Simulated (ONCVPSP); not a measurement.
**PBE ONCV dataset for silver, fully relativistic all-electron reference.**

silver, optimised norm-conserving Vanderbilt (ONCV), made with ONCVPSP 4.0.1 (PBE, fully relativistic). Core [Kr], reference 4d10 5p1. Waves: s scattering state at 0.31 Ha: rc 3.30 bohr, ncon 4, nbas 8, qcut 1.8 1/bohr, 2 projectors, debl 2.3 Ha; 5p: rc 3.20 bohr, ncon 4, nbas 8, qcut 2.9 1/bohr, 1 projector; 4d: rc 1.75 bohr, ncon 4, nbas 9, qcut 9.2 1/bohr, 3 projectors, debl 0.6 Ha. Local part: polynomial inside 1.65 bohr (lpopt 2, dvloc0 -1 Ha). Core correction: none.

Open shells are filled in proportion to 2j + 1.

In the s channel the program set the typed energies aside and used -0.211, 2.089 Ha.

Poles of the logarithmic derivatives, all-electron (AE) and pseudo (PS). s: poles at 0.1, 2.5 (AE) and 0.1, 1.9, 2.5 (PS) Ha. p3/2: poles at 0.6, 3.3 (AE) and 0.5, 1.2, 3.8 (PS) Ha. p1/2: poles at 0.6, 3.2 (AE) and 0.5, 1.3, 3.8 (PS) Ha. d5/2: poles at 0.4 (AE) and 0.4 (PS) Ha. d3/2: poles at 0.3 (AE) and 0.3 (PS) Ha. Test radii: s 3.34, p3/2 3.24, p1/2 3.24, d5/2 1.77, d3/2 1.77 bohr.

- Cutoffs needed: 29 Ha and 33 Ha (the cutoffs (Ha) at which the residual kinetic energy of the hardest occupied pseudo-wave falls to 1 and 0.1 mHa per electron)
- Ghost test: no bound ghost flagged but for a GHOST(-) flag that falls on a real empty level of the atom; GHOST(+) flagged for s at 50.8 eV
- Largest excitation error: +138 meV (all-electron minus pseudo) for 4d9 5s1 5p0, out of 4 test configurations
